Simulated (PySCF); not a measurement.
**Ionisation energy of Sn⁺ by level of theory**

Sn⁺ [Kr] 4d10 5s2 5p1 [5p1/2^1, M_J = 1/2] → Sn²⁺ [Kr] 4d10 5s2, as a difference of total energies. Computed with PySCF 2.14 in x2c-TZVPPall-2c, with the two-component X2C-1e Hamiltonian. Correlated levels: [Ar] 3d10 frozen; the 6 highest virtual spinors dropped. "Screened" scales the spin-orbit matrix elements by Boettger's factors to mimic the two-electron term; Breit and QED terms are absent.

| method | ionisation energy (eV) | error (eV) |
| --- | --- | --- |
| GHF (spin-free) | 13.733 | -0.900 |
| GMP2 (spin-free) | 14.043 | -0.590 |
| GHF (screened spin-orbit) | 14.088 | -0.545 |
| GMP2 (screened spin-orbit) | 14.412 | -0.221 |

Reference: 14.633 eV (measured; NIST Atomic Spectra Database, ionization energies).

The spin-free rows lack the spin-orbit shift.

Errors of the correlated levels include the incompleteness of this basis and the frozen core.
